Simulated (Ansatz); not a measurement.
```yaml
crystal:
  periodic: [false, false, false]
  atoms:
    - {symbol: C, position_ang: [-0.820268, 1.106411, -0.419175]}
    - {symbol: Xx, position_ang: [0.540267, -0.258779, -0.143409]}
    - {symbol: Te, position_ang: [0.151133, -2.006240, 1.648222]}
    - {symbol: H, position_ang: [-0.397795, 2.104736, -0.264066]}
    - {symbol: H, position_ang: [-1.677757, 0.995956, 0.247873]}
    - {symbol: H, position_ang: [-1.187893, 1.077440, -1.450261]}
    - {symbol: H, position_ang: [1.885130, -0.343277, -0.977016]}
    - {symbol: H, position_ang: [1.599383, -2.733245, 1.302132]}
basis:
  gaussian: {orbitals: def2-SVPD}
total_charge: 1
magnetization: {spin_polarized: true, initial_magnetization: 1}
hamiltonian: {xc: {name: r2SCAN0}, dispersion: d3bjatm}
accuracy: high
scf: {lower_state_search: full}
```

```sh
$ ansatz run in.yaml --threads 2 --pin off --events-out ev --progress --plain --max-ram 4352MiB
```

**Question.** How does Ansatz answer? (Best estimate.)

**Answer.** Ansatz gave: The input was rejected before any iteration.
```
Error: YAML parse error: error: line 5 column 16: `Xx` is not an element symbol (H … Og, case-exact)
 --> <input>:5:16
3 |   atoms:
4 |     - {symbol: C, position_ang: [-0.820268, 1.106411, -0.419175]}
5 |     - {symbol: Xx, position_ang: [0.540267, -0.258779, -0.143409]}
6 |     - {symbol: Te, position_ang: [0.151133, -2.006240, 1.648222]}
7 |     - {symbol: H, position_ang: [-0.397795, 2.104736, -0.264066]}
```
